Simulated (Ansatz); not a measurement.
Born–Oppenheimer molecular dynamics of BF3 (4 atoms, charge 0, multiplicity 1). It starts from a relaxed structure.

Method: Ansatz, RKS B3LYP-D4/def2-SVPD.

| Item | Value |
| --- | --- |
| ensemble | NVT, Langevin thermostat |
| time step | 2 fs |
| steps asked | 300 |
| set temperature | 700 K |
| friction | 0.5 /fs |
| seed | 727929 |

First frame:

```xyz
4
Properties=species:S:1:pos:R:3
B 0.000 0.000 0.000
F 0.000 0.000 1.317
F 1.141 0.000 -0.659
F -1.141 0.000 -0.659
```

(1) How far do the bonds stretch over the last three quarters of this one trajectory? (Pairs bonded in most of those frames.)

Answers

(1) 
| bond | mean (Å) | spread (Å) | shortest | longest |
| --- | --- | --- | --- | --- |
| B1–F2 | 1.331 | 0.040 | 1.25 | 1.42 |
| B1–F3 | 1.326 | 0.040 | 1.23 | 1.43 |
| B1–F4 | 1.321 | 0.033 | 1.25 | 1.40 |

Mean temperature of the second half: 675 K. A run of 0.6 ps of so small a system gives no equilibrium averages. The friction is so strong that the motion is overdamped, so the time scale means little.

Run time: 5.3 min on 2 threads of Arm Neoverse V1 (shared host), peak memory 0.16 GiB.
